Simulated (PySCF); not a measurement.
# Assignment exercise: C₄H₁₃NOSi

Atoms are numbered as in `[CH3:1][C:2]([CH3:3])([CH3:4])[O:5][SiH2:6][NH2:7]` (H(Xn): hydrogen on atom n).

No relativistic terms, rapidly exchanging positions averaged, one conformer, no solvent model. Shielding tensors at PBE0/pcSseg-1 (GIAO); geometry: GFN2-xTB; PySCF 2.14.

Referencing at the same level of theory: 13C, 1H against TMS.

Question: Assign these signals to the numbered atoms. 13C{1H} NMR (computed): δ 72.8 (C), 33.2 (CH3).

Answer: 
| δ (ppm) | atoms | environment | reason |
| --- | --- | --- | --- |
| 72.8 | C2 | fully substituted sp3 carbon bonded to O | pulled downfield by the heteroatom |
| 33.2 | C1/C3/C4 | methyl carbon | a saturated carbon with 1 carbon neighbour and no heteroatom attached |

Question: Assign these signals to the numbered atoms. 1H NMR (400 MHz, computed): δ 5.04 (s, 2H), 1.41 (s, 9H), 0.31 (br s, 2H).

Answer: 
```tsv
δ (ppm)	atoms	environment	reason
5.04	H(Si6)	hydrogen on a silicon bonded to N, O	–
1.41	H(C1)/H(C3)/H(C4)	hydrogen on a methyl carbon	–
0.31	H(N7)	hydrogen on a nitrogen bonded to Si	exchangeable, gas-phase position
```

The OH or NH signal is concentration- and solvent-dependent in practice; the value given is the gas-phase one. Shifts are as computed. Against solution values, carbons near 30 ppm lie about +3 ppm off and those near 130 ppm about +5 ppm. Of 1309 compounds with measured shifts, 239 miss one by over three times the rms of a fit or turn the order of signals round; such compounds aren't used in these exercises. Multiplicities follow the n + 1 count of equivalent neighbours, as no J values were calculated; m marks all less simple cases, F and P coupling included.
